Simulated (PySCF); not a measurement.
## Ionising CsS

UHF-MP2; basis Cs def2-SVPD with ECP46, S def2-SVPD; scalar-relativistic core potentials; PySCF 2.14. Neutral (UHF): doublet (π ↑), Re = 3.209 Å, ωe = 186 cm⁻¹, De = 2.45 eV.

CsS⁺ (UHF): triplet (π ↑↑), Re = 3.826 Å, ωe = 76.6 cm⁻¹, De = 0.25 eV to Cs⁺ + S. The energies at the minima are -417.44504 hartree for CsS and -417.22730 for CsS⁺.

Question: Work out the adiabatic ionisation energy, without and with harmonic zero-point energies (1 hartree = 27.2114 eV, 1 eV = 8065.5 cm⁻¹), and the change of the bond length.

Answer: At UHF-MP2: 0.21774 hartree = 5.925 eV between the minima; the zero-point term (76.6 − 186.0)/2 cm⁻¹ = -0.007 eV makes it 5.918 eV. Re changes by +61.7 pm against the neutral. The electron leaves a π orbital, and the ion is left as a loose complex of an ion and an atom.

Correlated steps freeze 5 core orbitals. Weak bonds: CsS⁺. Basis-set superposition, not corrected here, can be much of De in a small basis, most of all at correlated wavefunction levels. Spin–orbit coupling is left out, which matters for elements this heavy, above all for dissociation energies. For an ion De counts to the pair picked by the measured ionisation energies or electron affinities, which need not be the lowest pair at this level. States were picked by a PBE0 search and need not be the measured ground states.
